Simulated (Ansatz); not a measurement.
Abridged output of a molecular run in Ansatz:

```
Functional definition: HF
2522 factors; integrals over basis functions are off by at most 1.1e-3 eV
mean field evaluation 1: about -31257.4274 eV, gradient 7.8e1 eV
mean field evaluation 2: about -31257.6869 eV, gradient 7.8e1 eV
mean field evaluation 4: about -31269.3690 eV, gradient 1.3e1 eV
mean field evaluation 8: about -31269.7519 eV, gradient 6.8e-1 eV
mean field evaluation 16: about -31269.7541 eV, gradient 2.3e-6 eV
mean field -31269.75412956 eV, -1149.1422688607 hartree, gradient 2.3e-6 eV, S^2 0.000000; 0 other end points of the search recorded, 0 dependent functions left out
11 core orbitals not correlated: weight in the atoms' cores, before any rotation towards them, 1.000 or more for the frozen orbitals, at most 0.000 for the correlated occupied ones
reference -31269.75412956 eV, -1149.1422688607 hartree; 26, 26 occupied and 381, 381 virtual orbitals, 2522 factors
second order -45.39886654 eV of doubles, -0.00000000 eV of singles
cycle   1  -44.65674036 eV  change    7.4e-1 eV  update   2.6e-1
cycle   2  -46.00082899 eV  change    -1.3e0 eV  update   1.6e-1
cycle   3  -46.46061051 eV  change   -4.6e-1 eV  update   6.2e-2
cycle   4  -46.49604726 eV  change   -3.5e-2 eV  update   2.6e-2
cycle   5  -46.47265225 eV  change    2.3e-2 eV  update   1.2e-2
cycle   6  -46.46843575 eV  change    4.2e-3 eV  update   5.7e-3
cycle   7  -46.47092287 eV  change   -2.5e-3 eV  update   2.7e-3
cycle   8  -46.47085378 eV  change    6.9e-5 eV  update   1.2e-3
cycle   9  -46.47109596 eV  change   -2.4e-4 eV  update   4.6e-4
cycle  10  -46.47188765 eV  change   -7.9e-4 eV  update   2.1e-4
cycle  11  -46.47150597 eV  change    3.8e-4 eV  update   1.2e-4
cycle  12  -46.47133114 eV  change    1.7e-4 eV  update   6.9e-5
cycle  13  -46.47142066 eV  change   -9.0e-5 eV  update   3.1e-5
cycle  14  -46.47138616 eV  change    3.5e-5 eV  update   1.4e-5
perturbative correction -2.32488043 eV, -0.0854377799 hartree
Total energy: -31318.55039615 eV, -1150.9354985825 hartree
```

Its atoms:

Cartesian coordinates in Å:
```
C 2.1230 -0.4136 -0.4367
N 0.8214 -0.4255 0.1713
C 0.7256 -1.2904 1.3221
Ti -0.7731 0.4687 -0.2487
N -2.0828 -0.8412 -0.6934
N -0.4768 1.5543 -1.7751
N -1.2102 1.6063 1.2156
H 2.4155 -1.4176 -0.7782
H 2.1266 0.2569 -1.2957
H 2.8935 -0.0748 0.2718
H 1.4259 -0.9894 2.1151
H -0.2839 -1.2623 1.7474
H 0.9454 -2.3365 1.0628
H -1.9180 -1.8363 -0.7430
H -3.0659 -0.6582 -0.8409
H -0.2536 2.5385 -1.7419
H -0.6924 1.2779 -2.7222
H -2.0855 2.0971 1.3360
H -0.6346 1.7461 2.0336
```

Q: Which basis set was used?
A. def2-TZVPPD
B. cc-pV(Q+d)Z
C. cc-pV(D+d)Z
D. def2-TZVPP

A: D. It gives 418 functions.

Q: Write the keys of the input that set method, charge and spin (a neutral closed shell needs none for the last two).

A: 
```yaml
correlation: {method: ccsd_t}
```
